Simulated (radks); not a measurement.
Results of a calculation; reference values are marked as such.
Species: Gd+. Configuration: [Xe] 4f7 5d1 6s1. Code: a radial shooting solver on a logarithmic mesh with Libxc functionals. Model: scalar-relativistic Kohn-Sham, r2SCAN, spin-polarised, spherical densities, finite nucleus; open shells are filled with parallel spins first (spin-orbit coupling, left out, can overturn this in heavy ions); meta-GGA in the generalised Kohn-Sham scheme; Fermi nuclear charge, rms radius 5.1569 fm.

Unscreened Slater integrals over Kohn-Sham orbitals (cm^-1). They are taken over the spin-up orbitals. Empty in this configuration: 6p.

integral    value
F0(5d,5d)   79383
F2(5d,5d)   39950
F4(5d,5d)   25903
F0(5d,6s)   62265
G2(5d,6s)   19776
F0(5d,4f)  103850
F2(5d,4f)   24553
F4(5d,4f)   11839
G1(5d,4f)   11858
G3(5d,4f)  9325.6
G5(5d,4f)  7035.7
F0(5d,5p)   95326
F2(5d,5p)   43371
G1(5d,5p)   49433
G3(5d,5p)   30196
F0(5d,6p)   53421
F2(5d,6p)   20350
G1(5d,6p)   13332
G3(5d,6p)  9947.4
F0(6s,6s)   54877
F0(6s,4f)   71149
G3(6s,4f)  2560.0
F0(6s,5p)   67807
G1(6s,5p)  5247.6
F0(6s,6p)   49022
G1(6s,6p)   31197
F0(4f,4f)  241230
F2(4f,4f)  113610
F4(4f,4f)   71080
F6(4f,4f)   51082
F0(4f,5p)  153370
F2(4f,5p)   53256
G2(4f,5p)   27999
G4(4f,5p)   21554
F0(4f,6p)   59229
F2(4f,6p)  7168.7
G2(4f,6p)  1911.6
G4(4f,6p)  1715.9
F0(5p,5p)  127910
F2(5p,5p)   68734
F0(5p,6p)   56883
F2(5p,6p)   13075
G0(5p,6p)  2579.2
G2(5p,6p)  3423.9
F0(6p,6p)   45057
F2(6p,6p)   24767

Derived for the open shells (J is the average intra-shell exchange parameter used in DFT+U). 4f: F4/F2 = 0.626, F6/F2 = 0.450, J = (286 F2 + 195 F4 + 250 F6)/6435 = 9188 cm^-1. 5d: Racah B = F2/49 - 5 F4/441 = 521.6 cm^-1, C = 35 F4/441 = 2056 cm^-1, C/B = 3.94, F4/F2 = 0.648, J = (F2 + F4)/14 = 4704 cm^-1.
